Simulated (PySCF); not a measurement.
One molecule, one basis, several functionals.

Selenophene, C4H4Se.
Numbering: `[cH:1]1[cH:2][cH:3][se:4][cH:5]1` (hydrogens: H6 on C1; H7 on C2; H8 on C3; H9 on C5)

PySCF, def2-SVPD basis, density fitting, gas phase, PBE0-D3(BJ)/def2-SVP geometry; singlet excitations by full TDDFT with frozen cores, triplets by Tamm–Dancoff TDDFT and ionisation energies by ΔSCF, from the lowest of the holes tried. One functional is left out:

```csv
functional,exact exchange (%),HOMO energy (eV),LUMO energy (eV),lowest singlet excitation (eV),lowest triplet excitation (eV),dipole moment (D),mean polarisability (au),vertical ionisation energy (eV)
LDA,0,-6.07,-1.70,5.23,3.87,0.283,70.8,9.14
PBE,0,-5.88,-1.49,5.18,3.69,0.272,70.5,8.86
PBE0,25,-6.92,-0.66,5.48,3.60,0.370,69.0,8.87
BHandHLYP,50,-7.75,0.31,5.54,3.49,0.440,68.3,8.68
```

Q: Predict the row of B3LYP (20 % exact exchange) by straight lines through the other rows, and check it.

A: 
```json
{"property": "HOMO energy (eV)", "line": "-6.70", "computed": "-6.68", "computed − line": "+0.02", "PBE0 (25 %), for comparison": "-6.92"}
{"property": "LUMO energy (eV)", "line": "-0.84", "computed": "-0.84", "computed − line": "0.00", "PBE0 (25 %), for comparison": "-0.66"}
{"property": "lowest singlet excitation (eV)", "line": "5.37", "computed": "5.37", "computed − line": "0.00", "PBE0 (25 %), for comparison": "5.48"}
{"property": "lowest triplet excitation (eV)", "line": "3.66", "computed": "3.63", "computed − line": "-0.03", "PBE0 (25 %), for comparison": "3.60"}
{"property": "dipole moment (D)", "line": "0.345", "computed": "0.319", "computed − line": "-0.026", "PBE0 (25 %), for comparison": "0.370"}
{"property": "mean polarisability (au)", "line": "69.6", "computed": "69.7", "computed − line": "+0.1", "PBE0 (25 %), for comparison": "69.0"}
{"property": "vertical ionisation energy (eV)", "line": "8.88", "computed": "8.86", "computed − line": "-0.02", "PBE0 (25 %), for comparison": "8.87"}
```
